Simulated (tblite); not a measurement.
Compound: C₆H₁₃O₂P.
SMILES with atom numbers: `[CH3:1][P@:2](=[O:3])([OH:4])[CH:5]1[CH2:6][CH2:7][CH2:8][CH2:9]1` (hydrogens: H10, H11, H12 on C1; H13 on O4; H14 on C5; H15, H16 on C6; H17, H18 on C7; H19, H20 on C8; H21, H22 on C9)

A start from a force field or distance geometry was refined with GFN2-xTB geometry optimisation, gas phase in tblite 0.8.0. Values at the start:

```
coordinate    start
    C1–H10  1.115 Å
     P2=O3  1.508 Å
     P2–O4  1.702 Å
     P2–C5  1.800 Å
    O4–H13  0.976 Å
     C5–C6  1.506 Å
     C5–C9  1.505 Å
     C6–C7  1.515 Å
    C6–H15  1.117 Å
     C7–C8  1.498 Å
    C7–H17  1.105 Å
    C7–H18  1.111 Å
     C8–C9  1.508 Å
    C8–H19  1.109 Å
    C8–H20  1.113 Å
    C9–H22  1.120 Å
  C1–P2–O3   109.6°
  C1–P2–O4   107.6°
  P2–C5–C6   113.8°
  P2–C5–C9   113.3°
  O3–P2–C5   113.3°
  O4–P2–C5   108.5°
  C5–C6–C7   100.9°
  C6–C5–C9   101.7°
```

Question: How do these coordinates change at the GFN2-xTB level?

Answer: 
```tsv
coordinate	GFN2-xTB (Å or °)	change
P2–O4	1.619	-0.083
P2=O3	1.468	-0.040
P2–C5	1.839	+0.039
C5–C9	1.536	+0.031
C8–C9	1.539	+0.031
C7–C8	1.528	+0.030
C1–H10	1.086	-0.029
C9–H22	1.092	-0.028
C6–H15	1.089	-0.028
C8–H20	1.090	-0.023
C7–H18	1.089	-0.022
C5–C6	1.528	+0.022
C8–H19	1.089	-0.020
O4–H13	0.959	-0.017
C7–H17	1.092	-0.013
C6–C7	1.524	+0.009
C1–P2–O3	115.5	+5.9
O4–P2–C5	103.5	-5.0
C1–P2–O4	102.8	-4.8
C6–C5–C9	105.4	+3.7
P2–C5–C6	110.1	-3.7
P2–C5–C9	110.6	-2.7
O3–P2–C5	115.8	+2.5
C5–C6–C7	103.3	+2.4
```

The energy falls by 64.2 kJ/mol over 150 L-BFGS steps, the largest force on an atom goes from 3.26 to 0.008 eV/Å, and the atoms move by 0.818 Å rms after alignment. The bond that changes most is P2–O4 (phosphoryl phosphorus to hydroxyl oxygen), which shortens by 0.083 Å. Bonds longer at the end by more than 0.005 Å: 6 of 22; shorter: 12. Among the dihedrals that turn most is O3–P2–C5–H14, from 127° to -175°. Rotational constants go from 2542, 920.0, 848.2 to 2545, 949.2, 854.3 MHz.

On one thread of an Arm Neoverse V1, no GPU (shared host), this took 1.3 s of wall time.

Its lowest GFN2-xTB frequency is 13i cm⁻¹, too small to tell a flat minimum from a shallow saddle. One conformer, not necessarily the lowest. 2 starts were optimised and ended at 0.00 and 0.39 kcal/mol (GFN2-xTB); the lowest of these is shown.

The numbers are calculated, not measured.
